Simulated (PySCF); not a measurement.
Spectrum to structure. The calculation used PySCF 2.14.0, density-fitted response routines, TDDFT PBE0/def2-SVPD, vertical, gas phase, core orbitals frozen in the response. Geometries: GFN2-xTB, one conformer each.

```
state  E (eV)       f
   S1    5.63   0.129
   S2    5.88   0.031
   S3    5.99  0.0042
   S4    6.27   0.099
   S5    6.37   0.017
   S6    6.81  0.0011
   S7    6.93  0.0014
   S8    7.03   0.010
```

Triplets computed (Tamm–Dancoff): 4.41, 5.54, 5.69 eV.

Orbital energies (eV): HOMO-3 -8.58, HOMO-2 -8.30, HOMO-1 -8.16, HOMO -6.38, LUMO 0.12, LUMO+1 0.56, LUMO+2 0.71.

Question: Which candidate is it? All have the formula C4H12OSi2.
A. `C=CC[SiH2]CO[SiH3]`
B. `O=C(C[SiH3])CC[SiH3]`
C. `C[SiH2]CO[C@@H]1C[SiH2]1`

Answer: C. Its S1 lies at 5.63 eV; the nearest of the others has S1 at 6.32 eV. S1 is HOMO→LUMO (88%). Löwdin shares by element: HOMO carbon 34% or more, silicon 25% or more, oxygen 24% (atoms not listed hold the other 17%); LUMO silicon 34% or more, hydrogen 20% or more, carbon 11% or more (atoms not listed hold the other 34%). At the same level the other candidates give, for their lowest levels:
- `C=CC[SiH2]CO[SiH3]`: 6.32 eV (f 0.035); 6.64 eV (f 0.161); 6.80 eV (f 0.002); 6.87 eV (f 0.015); 6.90 eV (f 0.067); T1 4.26 eV; HOMO -7.13, LUMO -0.01 eV
- `O=C(C[SiH3])CC[SiH3]`: 4.50 eV (f 0.005); 6.17 eV (f 0.002); 6.49 eV (f 0.025); 6.73 eV (f 0.001); 6.95 eV (f 0.044); T1 4.00 eV; HOMO -7.41, LUMO -1.00 eV

Conformer computed: `[CH3:1][SiH2:2][CH2:3][O:4][C@@H:5]1[CH2:6][SiH2:7]1`: C1–Si2–C3–O4 179°, Si2–C3–O4–C5 -177°, C3–O4–C5–C6 159°.
